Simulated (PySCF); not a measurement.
From a computed spectrum to the compound

A species of 3 atoms with charge 0 has these harmonic modes (PBE0, small Gaussian bases with core potentials, PySCF 2.14.0):

| cm⁻¹ | km/mol | symmetry |
| --- | --- | --- |
| 89 | 35.6 | a1 |
| 508 | 129.7 | b2 |
| 514 | 25.8 | a1 |

Task: Which species is it, and in which structure?

Result: TmF2 (singlet in the valence; each metal's 4f electrons, 13 of them, lie in its core potential, out of spins and levels):
```xyz
3

Tm    0.0000    0.0000   -0.1622
F     1.8817    0.0000    0.7213
F    -1.8817    0.0000    0.7213
```
Ideal gas at 298.15 K and 1 bar: S = 299.3 J/(mol K), Cp = 51.7 J/(mol K), H − H(0 K) = 13.0 kJ/mol (rigid rotor, harmonic modes, spin degeneracy alone, that of the 4f electrons in the core included). An lcecp potential fixes the number of 4f electrons, so in runs with it no electron can move into or out of that shell.
 The answer isn't unique; the calculation gave this one.
